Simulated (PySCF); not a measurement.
Compound: C6H10FNSi2.
Structure used (GFN2-xTB), in Å, numbered top down from 1:
```
atom  x, y, z in Å
C1    -2.8973    0.4531   -1.3064
C2    -1.8554    0.1332   -0.5496
C3    -2.0291   -0.5058    0.7953
Si4   -0.0822    0.5080   -1.0995
C5     1.1634   -0.9442   -0.8018
C6     2.0014   -0.3882    0.3850
C7     3.3991   -0.5005    0.1493
N8     4.5223   -0.5505   -0.0764
Si9    1.3434    1.4478    0.4847
F10    0.7283    1.6513    1.9774
H11   -3.9135    0.2612   -0.9958
H12   -2.7793    0.9176   -2.2709
H13   -1.5265   -1.4716    0.8250
H14   -3.0819   -0.6565    1.0250
H15   -1.5875    0.1190    1.5703
H16   -0.0900    0.9963   -2.4857
H17    0.7297   -1.9140   -0.5629
H18    1.8048   -1.1011   -1.6697
H19    1.7725   -0.9188    1.3132
H20    2.3727    2.4742    0.4712
```

Computed at PBE0/pcSseg-1 (PySCF, non-relativistic), with Q(14N) = 0.02044 b: N8, 14N (I = 1): χzz = -4.429 MHz, η = 0.138.

(1) Find the zero-field quadrupole resonance frequencies of 14N at N8.

Answers

(1) From ν± = (3/4)|χ|(1 ± η/3) and ν0 = |χ|η/2: ν+ 3.474 MHz, ν− 3.169 MHz, ν0 0.305 MHz (nitrile nitrogen).

In a crystal, neighbours and librations shift these lines. One conformer (not necessarily the lowest) at the GFN2-xTB geometry, without solvent, vibrations or thermal averaging. GFN2-xTB bond lengths can be off by several hundredths of an ångström, more for odd bonds, and the gradients follow them. These gradients aren't converged with respect to the basis.
